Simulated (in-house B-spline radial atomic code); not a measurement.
How numerical settings move a run on F⁷⁺, 1s2. Computed with a B-spline radial code for spherical atoms: scalar-relativistic (X2C) r2SCAN0, spherical fractional occupations, Fermi nucleus of rms radius 2.8976 fm.

Command:
```bash
python run_scf.py task.json out
```
Settings of the sound reference run:
```
Z                9
electrons        2
configuration    1s2
hamiltonian      x2c
method           r2scan0
spin_polarised   False
nucleus          fermi
rms_radius       2.8976
mass_number      19
atomic_mass      18.9984
speed_of_light   137.036
knot_spacing     0.22
spline_order     8
gauss_points     12
box_radius       7.79
max_iterations   70
damping          0.5
damped_steps     3
diis_vectors     10
tolerance        1e-08
start            Thomas-Fermi
```

Cost of the run: 0.25 s on 1 thread of Arm Neoverse N1, with other jobs on the host.

It converges in 6 iterations to -75.608438 hartree, with 1s at -918.611 eV. The other runs change the listed settings, some to values that make no sense; their results aren't properties of the atom or ion. Radii are in bohr (the nuclear one in fm), a minus after a letter asks for a j subshell, and «unchanged» means within 1e-8 hartree. The run stops when the residual is below 10 × tolerance × max(1, Z/10), or a noise floor if that is larger, and the energy moves by less than 1e-8 × √|E| hartree; so very loose and very tight tolerances often act alike.

```tsv
changed settings	outcome
knot_spacing = 0.4	converged in 6 iterations, energy +1.70e-06 hartree from the reference, 1s level +3.9e-06 eV
knot_spacing = 1	converged in 7 iterations, energy +1.58e-02 hartree from the reference, 1s level +7.7e-02 eV
box_radius = 31.16, max_iterations = 5, damping = 0, diis_vectors = 1	converged in 5 iterations, energy +3.30e-08 hartree from the reference, 1s level -9.1e-07 eV
spline_order = 4	converged in 6 iterations, energy +1.33e-05 hartree from the reference, 1s level +1.4e-04 eV
knot_spacing = 0.55	converged in 6 iterations, energy +3.84e-05 hartree from the reference, 1s level -1.6e-04 eV
spline_order = 7	converged in 6 iterations, energy +1.71e-08 hartree from the reference
spline_order = 10	converged in 6 iterations, energy +1.11e-08 hartree from the reference
max_iterations = 3	not converged after 3 iterations, last residual 2.2e-04, last energy +9.54e-08 hartree from the reference
knot_spacing = 0.3	converged in 6 iterations, energy -1.18e-08 hartree from the reference, 1s level -3.2e-07 eV
knot_spacing = 0.75	converged in 6 iterations, energy +3.66e-03 hartree from the reference, 1s level +1.2e-02 eV
spline_order = 6	converged in 6 iterations, energy +2.17e-08 hartree from the reference
electrons = 5, configuration = 1s2 2s3, max_iterations = 75	stopped with error: shell 2s holds at most 2 electrons
max_iterations = 12	converged in 6 iterations, energy unchanged
electrons = 3, configuration = 1s3, max_iterations = 50	stopped with error: shell 1s holds at most 2 electrons
spline_order = 5	converged in 6 iterations, energy +3.17e-07 hartree from the reference, 1s level +3.0e-06 eV
knot_spacing = 0.3, max_iterations = 100, damped_steps = 8, diis_vectors = 20, tolerance = 1e-10	converged in 10 iterations, energy -1.18e-08 hartree from the reference, 1s level -2.6e-06 eV
knot_spacing = 0.1	converged in 6 iterations, energy +8.24e-08 hartree from the reference, 1s level +1.0e-06 eV
knot_spacing = 1.4	converged in 6 iterations, energy +1.90e-01 hartree from the reference, 1s level +1.4e+00 eV
```

**Question.** What happens with spline_order = 4, box_radius = 2.34, max_iterations = 75, tolerance = 1e-06?

**Answer.** Converged in 5 iterations, energy +1.30e-05 hartree from the reference, 1s level +9.6e-05 eV.

**Question.** What happens with max_iterations = 100, damping = 0.8, damped_steps = 1, diis_vectors = 1, tolerance = 1e-10?

**Answer.** Converged in 5 iterations, energy unchanged, 1s level -1.3e-06 eV.

**Question.** What happens with max_iterations = 2?

**Answer.** Not converged after 2 iterations, last residual 4.2e-04, last energy +3.65e-07 hartree from the reference.

**Question.** What happens with knot_spacing = 2?

**Answer.** Converged in 6 iterations, energy +2.09e-01 hartree from the reference, 1s level +1.4e+00 eV.
